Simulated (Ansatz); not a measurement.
`[CH3][Al]([SiH3])[BH]O` and `[CH3][Al]([SiH3])[CH2]O` differ in one atom or group.

Ansatz, PBE0-D4/def2-TZVP geometries, multiplicity 1. Each molecule was computed in one conformer, which needn't be the lowest.

```json
{"property": "LUMO energy (PBE/def2-TZVPP) / eV", "`[CH3][Al]([SiH3])[BH]O`": "-3.16"}
{"property": "size of the dipole moment (PBE/def2-TZVPP) / D", "`[CH3][Al]([SiH3])[BH]O`": "0.94"}
{"property": "HOMO energy (ωB97M-V/def2-TZVPP) / eV", "`[CH3][Al]([SiH3])[BH]O`": "-8.67"}
{"property": "size of the dipole moment (B3LYP/def2-TZVPP) / D", "`[CH3][Al]([SiH3])[BH]O`": "1.08"}
{"property": "LUMO energy (B3LYP/def2-TZVPP) / eV", "`[CH3][Al]([SiH3])[BH]O`": "-2.55"}
{"property": "HOMO energy (B3LYP/def2-TZVPP) / eV", "`[CH3][Al]([SiH3])[BH]O`": "-6.48"}
```

Task: What does the change do to each property? (Best estimate.)

Result: Computed: 
| property | `[CH3][Al]([SiH3])[CH2]O` | shift |
| --- | --- | --- |
| LUMO energy (PBE/def2-TZVPP) / eV | -2.11 | 1.05 |
| size of the dipole moment (PBE/def2-TZVPP) / D | 1.41 | 0.47 |
| HOMO energy (ωB97M-V/def2-TZVPP) / eV | -9.14 | -0.47 |
| size of the dipole moment (B3LYP/def2-TZVPP) / D | 1.39 | 0.31 |
| LUMO energy (B3LYP/def2-TZVPP) / eV | -1.55 | 1.00 |
| HOMO energy (B3LYP/def2-TZVPP) / eV | -6.92 | -0.44 |

With PBE0 the HOMO falls by 0.45 eV and the LUMO rises by 1.02 eV, so the gap widens by about 1.47 eV. PBE moves the HOMO by -0.42 eV and ωB97M-V by -0.47 eV. Dipoles are sizes alone; their direction can turn.

B3LYP here is the variant with VWN-RPA as its local correlation; programs differ in this.
